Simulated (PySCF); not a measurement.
# How methods differ on the ionisation energy of I²⁺

I²⁺ [Kr] 4d10 5s2 5p3 (4S) → I³⁺ [Kr] 4d10 5s2 5p2 (3P), as a difference of total energies. Calculation: PySCF 2.14, in x2c-TZVPPall; scalar relativity by spin-free X2C-1e. Correlated levels: valence: [Kr] 4d10 frozen; valence and next inner shell: [Ar] 3d10 frozen. The calculations carry no spin-orbit coupling.

```
                                method  ionisation energy (eV)  plus first-order spin-orbit estimate  error of that sum (eV)
                                   UHF                  29.828                                29.019                  -0.551
                                   LDA                  30.468                                29.660                  +0.090
                                   PBE                  30.265                                29.456                  -0.114
                                  PBE0                  30.376                                29.567                  -0.003
                                r2SCAN                  30.502                                29.694                  +0.124
                               LC-wPBE                  30.422                                29.613                  +0.043
                                   M06                  29.961                                29.153                  -0.417
                                 M06-L                  29.793                                28.984                  -0.586
                               r2SCAN0                  30.552                                29.744                  +0.174
                                  ROHF                  29.888                                29.080                  -0.490
                         MP2 (valence)                  30.218                                29.409                  -0.161
                     SCS-MP2 (valence)                  30.098                                29.290                  -0.280
    MP2 (valence and next inner shell)                  30.451                                29.643                  +0.073
SCS-MP2 (valence and next inner shell)                  30.266                                29.458                  -0.112
```

Reference: 29.57 ± 0.025 eV (measured; NIST Atomic Spectra Database, ionization energies).

A first-order spin-orbit estimate (lowest level to lowest level, LS coupling) adds -0.809 eV.

Errors of the correlated levels include the incompleteness of this basis and the frozen core.
